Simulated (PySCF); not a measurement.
Species: C6H11NOSi.
Structure used (GFN2-xTB), in Å, numbered top down from 1:
```xyz
20
C6H11NOSi angstrom
C     -3.7679    0.0505   -0.2719
C     -2.2954   -0.0649   -0.0895
C     -1.3862    0.6589   -0.7513
C     -1.7804    1.6307   -1.7137
N     -2.0865    2.4134   -2.4930
O     -0.0478    0.5611   -0.6036
Si     0.8747   -0.4166    0.3217
C      2.6209    0.1190   -0.1596
C      3.6825   -0.7278    0.5279
H     -4.2448    0.2817    0.6805
H     -4.0183    0.8252   -0.9921
H     -4.1750   -0.8999   -0.6178
H     -1.9421   -0.7910    0.6283
H      0.5998   -1.8217   -0.0005
H      0.5840   -0.1929    1.7430
H      2.7769    1.1673    0.1007
H      2.7508    0.0492   -1.2409
H      4.6833   -0.4045    0.2467
H      3.5743   -1.7743    0.2540
H      3.5920   -0.6528    1.6089
```

Computed at PBE0/pcSseg-1 (PySCF, non-relativistic), with Q(14N) = 0.02044 b, Q(17O) = −0.0256 b: N5, 14N (I = 1): χzz = -4.735 MHz, η = 0.132; O6, 17O (I = 5/2): χzz = -10.28 MHz, η = 0.140.

Task: Where would the pure quadrupole (NQR) lines of 14N at N5 fall for the rigid, isolated species?

Result: From ν± = (3/4)|χ|(1 ± η/3) and ν0 = |χ|η/2: ν+ 3.707 MHz, ν− 3.395 MHz, ν0 0.312 MHz (nitrile nitrogen).

Task: Where would the pure quadrupole (NQR) lines of 17O at O6 fall for the rigid, isolated species?

Result: From the eigenvalues of H = χ/[4I(2I − 1)] × [3Iz² − I(I + 1) + η(Ix² − Iy²)], steps between neighbouring levels, labelled as for η = 0: ±1/2↔±3/2 1.575 MHz, ±3/2↔±5/2 3.073 MHz (silyl ether oxygen).

In a crystal, neighbours and librations shift these lines. GFN2-xTB bond lengths can be off by several hundredths of an ångström, more for odd bonds, and the gradients follow them. The small basis limits the accuracy of the gradients.

These values come from a run that also computed NMR shieldings. On one thread of an Arm Neoverse N1, no GPU (shared host), this took 85 s and 0.95 GiB of memory at its peak.

One conformer stands for the species.
